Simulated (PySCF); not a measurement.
Spinor energies of Pd¹⁸⁺ (palladium, charge +18)

Start: [Ar] 3d10. Calculated with PySCF 2.14 in an even-tempered Gaussian basis (19 s from 0.6 bohr⁻², ratio 2.6; 15 p from 0.78 bohr⁻², ratio 2.6; 10 d from 0.78 bohr⁻², ratio 2.6; 6 f from 0.8 bohr⁻², ratio 2.8): generalised Hartree-Fock with the X2C-1e Hamiltonian and a Gaussian nucleus; spin-orbit coupling (SO) screened by Boettger's factors.

```json
{"spinor shell": "1s1/2", "electrons": "2", "ε, screened SO (eV)": "-24964.2", "weight of nominal j (screened SO)": "1.000", "rms radius, screened SO (bohr)": "0.0365"}
{"spinor shell": "2s1/2", "electrons": "2", "ε, screened SO (eV)": "-4134.3", "weight of nominal j (screened SO)": "1.000", "rms radius, screened SO (bohr)": "0.150"}
{"spinor shell": "2p1/2", "electrons": "2", "ε, screened SO (eV)": "-3862.0", "weight of nominal j (screened SO)": "1.000", "rms radius, screened SO (bohr)": "0.130"}
{"spinor shell": "3s1/2", "electrons": "2", "ε, screened SO (eV)": "-1148.6", "weight of nominal j (screened SO)": "1.000", "rms radius, screened SO (bohr)": "0.399"}
{"spinor shell": "3p1/2", "electrons": "2", "ε, screened SO (eV)": "-1039.8", "weight of nominal j (screened SO)": "1.000", "rms radius, screened SO (bohr)": "0.393"}
{"spinor shell": "3p3/2", "electrons": "4", "ε, screened SO (eV)": "-1009.8", "weight of nominal j (screened SO)": "1.000", "rms radius, screened SO (bohr)": "0.403"}
{"spinor shell": "3d3/2", "electrons": "4", "ε, screened SO (eV)": "-820.24", "weight of nominal j (screened SO)": "1.000", "rms radius, screened SO (bohr)": "0.376"}
{"spinor shell": "3d5/2", "electrons": "6", "ε, screened SO (eV)": "-814.28", "weight of nominal j (screened SO)": "1.000", "rms radius, screened SO (bohr)": "0.379"}
```

Problem. Where does 2p3/2 lie, and what is the 2p spin-orbit splitting (screened SO)?

Solution. At -3700.2 eV, 161.79 eV above 2p1/2.

```json
{"quantity": "E (hartree)", "screened SO": "-4916.04440"}
{"quantity": "M_J", "screened SO": "0"}
{"quantity": "⟨J²⟩", "screened SO": "0.000"}
{"quantity": "⟨L²⟩", "screened SO": "0.008"}
{"quantity": "⟨S²⟩", "screened SO": "0.008"}
```

Breit and QED terms are absent; they matter most for the inner s and p1/2 levels.

Densities and radii are taken from the X2C orbitals without a picture-change correction, which distorts them close to the nucleus.
